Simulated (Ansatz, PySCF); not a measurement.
This Ansatz (an electronic-structure program) input computes a B3LYP/def2-TZVPD energy:

Ansatz 0.2 input:
```yaml
crystal:
  periodic: [false, false, false]
  atoms:
    - {symbol: C, position_ang: [1.60391120, 0.16073343, 0.18610066]}
    - {symbol: C, position_ang: [0.41228043, -0.75592777, -0.11930399]}
    - {symbol: C, position_ang: [-0.88188314, -0.28173727, 0.50118615]}
    - {symbol: F, position_ang: [-1.31338605, 0.85857434, -0.39198877]}
    - {symbol: H, position_ang: [1.40617566, 1.16159398, -0.20643080]}
    - {symbol: H, position_ang: [1.73055133, 0.25306476, 1.26917995]}
    - {symbol: H, position_ang: [2.54163953, -0.20225055, -0.25993284]}
    - {symbol: H, position_ang: [0.36727516, -0.87762778, -1.22897383]}
    - {symbol: H, position_ang: [0.61502520, -1.75524129, 0.29544465]}
    - {symbol: H, position_ang: [-1.64604341, -1.04511844, 0.25071497]}
basis:
  gaussian:
    orbitals: def2-TZVPD
hamiltonian:
  xc: {name: B3LYP}
total_charge: -1
output: {forces: true}
```

**Question.** Write an input for the same energy in PySCF and say what it gives.

**Answer.** 
```python
from pyscf import gto, scf, dft

mol = gto.M(
    atom='''
    C     1.60391120    0.16073343    0.18610066
    C     0.41228043   -0.75592777   -0.11930399
    C    -0.88188314   -0.28173727    0.50118615
    F    -1.31338605    0.85857434   -0.39198877
    H     1.40617566    1.16159398   -0.20643080
    H     1.73055133    0.25306476    1.26917995
    H     2.54163953   -0.20225055   -0.25993284
    H     0.36727516   -0.87762778   -1.22897383
    H     0.61502520   -1.75524129    0.29544465
    H    -1.64604341   -1.04511844    0.25071497
    ''',
    basis='def2-tzvpd',
    charge=-1,
    spin=0,
    verbose=4,
)

mf = dft.RKS(mol, xc='b3lyp').density_fit(auxbasis='def2-universal-jkfit')
mf.grids.level = 3
mf.conv_tol = 1e-9
mf.max_cycle = 100
mf.max_memory = 1500
mf.kernel()
if not mf.converged:
    mf = mf.newton()
    mf.kernel(mf.make_rdm1())
mf.analyze()
```
It gives -217.81070 Eh, and Ansatz -217.81062 Eh, a difference of 0.08 mEh, from the treatment of integrals and grids.

It need not be the lowest isomer of its formula. Whether it binds its extra electron was not tested at this geometry.
